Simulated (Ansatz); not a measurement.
Born–Oppenheimer molecular dynamics of Cl2H2MgO2 (7 atoms, charge 0, multiplicity 1). It starts from a rough guess of a transition structure, not a stationary point.

Method: UKS PBE-D4/STO-3G (Ansatz).

| Property | Result |
| --- | --- |
| ensemble | NVE (velocity Verlet) |
| time step | 0.5 fs |
| steps asked | 150 |
| starting velocities drawn for | 300 K |
| seed | 119923 |

Frames 1 fs apart, positions in Å, forces in eV/Å.

Velocities at 30 fs (Å/ps):

```
Mg 2.67 -19.68 -0.14
Cl -6.79 8.01 -5.31
Cl 10.86 4.41 7.14
H -4.25 44.80 -22.85
O -11.34 -0.25 -9.53
O 1.01 -0.70 5.46
H -39.21 8.04 26.27
```

```xyz
7
Properties=species:S:1:pos:R:3:forces:R:3 time_fs=30 energy_less_start_eV=-1.365 T=2410
Mg -0.877 -0.267 -0.229 -3.02 -0.88 -2.57
Cl 0.107 -1.536 1.281 -0.49 -0.94 1.87
Cl -2.758 -0.665 -1.524 2.15 0.60 1.53
H 1.199 -0.591 0.472 -0.23 0.72 -1.67
O 0.994 0.054 -0.514 1.74 0.00 0.10
O 0.329 1.274 0.071 -0.83 0.90 -2.40
H 0.292 1.063 1.044 0.70 -0.41 3.13
7
Properties=species:S:1:pos:R:3:forces:R:3 time_fs=31 energy_less_start_eV=-1.498 T=2612
Mg -0.875 -0.286 -0.230 -3.17 -0.69 -2.57
Cl 0.101 -1.528 1.276 -0.33 -0.95 1.96
Cl -2.747 -0.661 -1.516 2.05 0.56 1.45
H 1.194 -0.543 0.441 -0.08 0.18 -1.24
O 0.984 0.054 -0.524 1.74 0.44 0.03
O 0.329 1.274 0.076 -0.98 0.77 -1.05
H 0.257 1.069 1.084 0.78 -0.32 1.44
7
Properties=species:S:1:pos:R:3:forces:R:3 time_fs=32 energy_less_start_eV=-1.544 T=2682
Mg -0.874 -0.307 -0.232 -3.27 -0.49 -2.53
Cl 0.094 -1.520 1.272 -0.19 -0.96 2.03
Cl -2.735 -0.656 -1.509 1.92 0.52 1.35
H 1.188 -0.494 0.399 0.22 -0.54 -0.40
O 0.974 0.054 -0.533 1.57 1.09 -0.49
O 0.330 1.274 0.080 -1.17 0.60 0.51
H 0.228 1.072 1.137 0.92 -0.22 -0.47
7
Properties=species:S:1:pos:R:3:forces:R:3 time_fs=33 energy_less_start_eV=-1.457 T=2549
Mg -0.875 -0.327 -0.234 -3.27 -0.28 -2.48
Cl 0.087 -1.513 1.268 -0.06 -0.99 2.12
Cl -2.723 -0.651 -1.500 1.77 0.47 1.23
H 1.184 -0.450 0.354 0.65 -1.40 0.85
O 0.965 0.054 -0.543 1.20 1.93 -1.45
O 0.329 1.274 0.085 -1.33 0.48 1.49
H 0.209 1.073 1.186 1.03 -0.21 -1.76
7
Properties=species:S:1:pos:R:3:forces:R:3 time_fs=34 energy_less_start_eV=-1.339 T=2372
Mg -0.876 -0.347 -0.238 -3.17 -0.04 -2.43
Cl 0.080 -1.506 1.264 0.08 -1.06 2.24
Cl -2.710 -0.646 -1.492 1.58 0.42 1.09
H 1.187 -0.419 0.316 1.05 -2.09 1.98
O 0.957 0.056 -0.554 0.78 2.64 -2.36
O 0.328 1.275 0.090 -1.41 0.40 1.86
H 0.199 1.072 1.219 1.09 -0.27 -2.38
7
Properties=species:S:1:pos:R:3:forces:R:3 time_fs=35 energy_less_start_eV=-1.348 T=2386
Mg -0.879 -0.368 -0.243 -2.96 0.23 -2.38
Cl 0.073 -1.499 1.261 0.22 -1.17 2.39
Cl -2.697 -0.641 -1.483 1.35 0.36 0.92
H 1.199 -0.408 0.297 1.11 -2.17 2.10
O 0.949 0.060 -0.566 0.61 2.79 -2.33
O 0.326 1.276 0.096 -1.43 0.30 1.79
H 0.200 1.068 1.229 1.09 -0.33 -2.49
7
Properties=species:S:1:pos:R:3:forces:R:3 time_fs=36 energy_less_start_eV=-1.506 T=2626
Mg -0.883 -0.388 -0.248 -2.63 0.51 -2.33
Cl 0.066 -1.492 1.259 0.39 -1.30 2.55
Cl -2.683 -0.636 -1.474 1.08 0.30 0.73
H 1.222 -0.417 0.297 0.69 -1.59 1.07
O 0.942 0.065 -0.579 0.83 2.29 -1.23
O 0.322 1.277 0.104 -1.38 0.18 1.31
H 0.211 1.061 1.216 1.02 -0.39 -2.10
7
Properties=species:S:1:pos:R:3:forces:R:3 time_fs=37 energy_less_start_eV=-1.670 T=2877
Mg -0.889 -0.408 -0.255 -2.21 0.81 -2.25
Cl 0.059 -1.486 1.258 0.57 -1.43 2.70
Cl -2.670 -0.631 -1.465 0.75 0.23 0.51
H 1.251 -0.442 0.307 0.02 -0.77 -0.28
O 0.935 0.071 -0.593 1.21 1.57 0.14
O 0.319 1.278 0.112 -1.26 0.09 0.27
H 0.231 1.051 1.182 0.91 -0.51 -1.11
7
Properties=species:S:1:pos:R:3:forces:R:3 time_fs=38 energy_less_start_eV=-1.716 T=2948
Mg -0.895 -0.428 -0.262 -1.70 1.10 -2.12
Cl 0.052 -1.480 1.257 0.74 -1.54 2.82
Cl -2.656 -0.626 -1.456 0.37 0.17 0.26
H 1.280 -0.473 0.315 -0.59 -0.04 -1.26
O 0.929 0.079 -0.607 1.49 0.99 1.13
O 0.314 1.279 0.120 -1.10 0.08 -1.37
H 0.261 1.035 1.139 0.78 -0.76 0.54
7
Properties=species:S:1:pos:R:3:forces:R:3 time_fs=39 energy_less_start_eV=-1.652 T=2853
Mg -0.902 -0.448 -0.270 -1.11 1.35 -1.92
Cl 0.046 -1.475 1.257 0.89 -1.61 2.89
Cl -2.642 -0.621 -1.446 -0.07 0.10 -0.04
H 1.304 -0.505 0.310 -1.02 0.49 -1.76
O 0.924 0.087 -0.621 1.58 0.63 1.59
O 0.309 1.281 0.128 -0.97 0.12 -3.06
H 0.298 1.013 1.101 0.71 -1.08 2.30
7
Properties=species:S:1:pos:R:3:forces:R:3 time_fs=40 energy_less_start_eV=-1.620 T=2805
Mg -0.909 -0.466 -0.279 -0.47 1.56 -1.63
Cl 0.040 -1.470 1.258 0.99 -1.63 2.90
Cl -2.627 -0.615 -1.437 -0.58 0.05 -0.38
H 1.319 -0.533 0.290 -1.25 0.86 -1.88
O 0.920 0.095 -0.633 1.49 0.40 1.62
O 0.303 1.282 0.134 -0.88 -0.11 -3.49
H 0.342 0.980 1.084 0.68 -1.12 2.86
7
Properties=species:S:1:pos:R:3:forces:R:3 time_fs=41 energy_less_start_eV=-1.691 T=2912
Mg -0.916 -0.485 -0.289 0.24 1.71 -1.25
Cl 0.034 -1.466 1.260 1.05 -1.59 2.86
Cl -2.614 -0.610 -1.428 -1.15 0.00 -0.77
H 1.321 -0.553 0.251 -1.28 1.07 -1.73
O 0.917 0.104 -0.645 1.27 0.26 1.32
O 0.296 1.283 0.138 -0.62 -0.87 -2.13
H 0.392 0.936 1.093 0.49 -0.59 1.69
```

Of the whole run (75 fs, mean temperature of the second half 2330 K): The conserved energy stayed within 0.82 meV per atom of its start (net change -0.092 meV per atom), so the integration is sound. The kinetic energy rose, since the run started high on the potential surface and went downhill. A run of 0.075 ps of so small a system gives no equilibrium averages. The orbitals were unrestricted but ended closed-shell. Limits of this set-up: minimal basis.

Run time: 3.3 min on 1 thread of Intel(R) Xeon(R) 6975P-C (Granite Rapids) (shared host), peak memory 0.14 GiB.
